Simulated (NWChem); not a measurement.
# CH5BeN; SMILES [CH3][Be][NH2]

```xyz
8

Be    -0.0055     0.0747     0.0024
C     -0.0013    -1.6043    -0.0001
H     -0.5075    -2.0345     0.8816
H      1.0273    -2.0085     0.0060
H     -0.4944    -2.0278    -0.8926
N      0.0000     1.5792     0.0002
H     -0.8217     2.1747    -0.0028
H      0.8262     2.1684    -0.0027
```
Atoms are numbered in this order, from 1.

Computed with NWChem. Pople sets run with spherical d functions. Geometry: optimised at PBE0/def2-SVP. Vertical excitations in the gas phase; the lowest state need not have the same character in each row.

```json
[
 {"level": "PBE/6-31+G*, full TDDFT", "lowest excitation, singlet (eV)": "5.02", "oscillator strength of that lowest state": "0.058", "orbital gap (eV)": "4.95"},
 {"level": "B3LYP/6-31+G*, full TDDFT", "lowest excitation, singlet (eV)": "5.42", "oscillator strength of that lowest state": "0.068", "orbital gap (eV)": "6.37"},
 {"level": "Hartree-Fock/6-31+G*, TDHF", "lowest excitation, singlet (eV)": "6.58", "oscillator strength of that lowest state": "0.082", "orbital gap (eV)": "11.43"},
 {"level": "CAM-B3LYP/6-31+G*, full TDDFT", "lowest excitation, singlet (eV)": "5.72", "oscillator strength of that lowest state": "0.075", "orbital gap (eV)": "8.75"}
]
```
